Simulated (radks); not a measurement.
The numbers below are computed, except where a source is named.
All-electron atom: Mo V in [Ar] 3d10 4s2 4p4 4d2 5p2 (not the ground configuration).

Level of theory: Dirac Kohn-Sham, Wu-Cohen GGA, spin-unpolarised, spherical densities, finite nucleus; open shells are shared between the two j in proportion to 2j + 1; Fermi nuclear charge, rms radius 4.4091 fm (a radial shooting solver on a logarithmic mesh with Libxc functionals).

Energy parts (hartree):
| part | energy |
|---|---|
| total | -4040.89245 |
| kinetic | 4190.30386 |
| electron-nucleus | -9674.25476 |
| Hartree | 1563.71270 |
| exchange-correlation | -120.65425 |

Orbitals (lengths in bohr, moments of r in powers of bohr):
orbital      occ.  eigenvalue (hartree)   <1/r>      <r^4>  small-component weight
1s1/2           2             -730.5559   43.54  7.213e-06                2.35e-02
2s1/2           2             -105.3474   9.911   0.001334                4.81e-03
2p1/2           2             -97.14919   9.890  0.0008855                4.82e-03
2p3/2           4             -93.23160   9.417  0.0009915                4.66e-03
3s1/2           2             -19.99256   3.393    0.06856                1.28e-03
3p1/2           2             -16.86994   3.294    0.07083                1.23e-03
3p3/2           4             -16.22306   3.180    0.07779                1.19e-03
3d3/2           4             -10.69512   2.993    0.08038                1.08e-03
3d5/2           6             -10.57234   2.964    0.08284                1.06e-03
4s1/2           2              -4.63002   1.292      2.375                3.19e-04
4p1/2     1.33333              -3.69054   1.192      3.247                2.80e-04
4p3/2     2.66667              -3.58291   1.161      3.519                2.71e-04
4d3/2         0.8              -2.12844  0.9416      8.245                1.90e-04
4d5/2         1.2              -2.11373  0.9352      8.435                1.88e-04
5p1/2    0.666667              -1.29220  0.5055      81.76                7.54e-05
5p3/2     1.33333              -1.26921  0.4966      86.80                7.37e-05

The highest occupied level is 5p3/2 at -34.537 eV. The density falls to 0.001 e/bohr^3 at r = 4.07 bohr. Summed over all electrons, <r^2> = 32.66 bohr^2, which gives a Langevin (diamagnetic) susceptibility term of -25.9 x 10^-6 cm^3/mol.
